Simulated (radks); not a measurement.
Initial-state core-level shifts of the neodymium ion Nd+ when its valence configuration changes from [Xe] 4f4 6s1. Calculated with a radial shooting solver on a logarithmic mesh with Libxc functionals: non-relativistic Kohn-Sham, r2SCAN, spin-polarised, spherical densities, point nucleus; open shells are filled with parallel spins first (spin-orbit coupling, left out, can overturn this in heavy ions); meta-GGA in the generalised Kohn-Sham scheme; relativity is left out, which matters for an element this heavy. Shifts are changes of the shell-averaged eigenvalues in eV (positive: less bound); the change of the density at the nucleus, which sets a Mossbauer isomer shift, is in e/bohr^3, on a base of 1.533e+05.

valence,3s,3p,4s,4d,density at nucleus
4f3 5d1 6s1,-9.064,-9.033,-8.131,-7.684,+9.50
4f4 5d1,+2.351,+2.353,+2.384,+2.410,-7.38
4f3 5d1 6p1,-10.030,-10.000,-9.098,-8.650,+2.16
4f3.5 6s1.5,-5.844,-5.830,-5.438,-5.239,+8.57
4f4 6p1,-0.990,-0.990,-0.996,-0.998,-6.18
4f5,+9.358,+9.336,+8.875,+8.587,-13.61
4f2 5d2 6p1,-20.171,-20.107,-17.890,-16.905,+11.79
4f4.5 6s0.5,+5.061,+5.049,+4.766,+4.601,-7.62
4f3 6s1 6p1,-12.786,-12.758,-11.844,-11.409,+11.59
